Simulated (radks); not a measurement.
Task: The mean radii <r> (bohr) of the occupied orbitals of an atom or ion are listed with their occupations. Method: non-relativistic Kohn-Sham, Slater X-alpha with alpha = 0.989, spin-polarised, spherical densities, point nucleus; computed with a radial shooting solver on a logarithmic mesh with Libxc functionals.

| orbital | occ. | <r> |
|---|---|---|
| 1s up | 1 | 0.5596 |
| 1s down | 1 | 0.5561 |
| 2s up | 1 | 3.407 |

Name the element and its charge. Open shells, if any, are filled with parallel spins first.

Result: Z = 3, lithium, charge 0: Li in [He] 2s1. The 1s radius gives Z: for a bare nucleus <r> = 1.5/Z, 0.5 bohr for Z = 3, and screening makes it slightly larger (0.5596 here). The occupations add up to 3, and the charge is Z minus that.
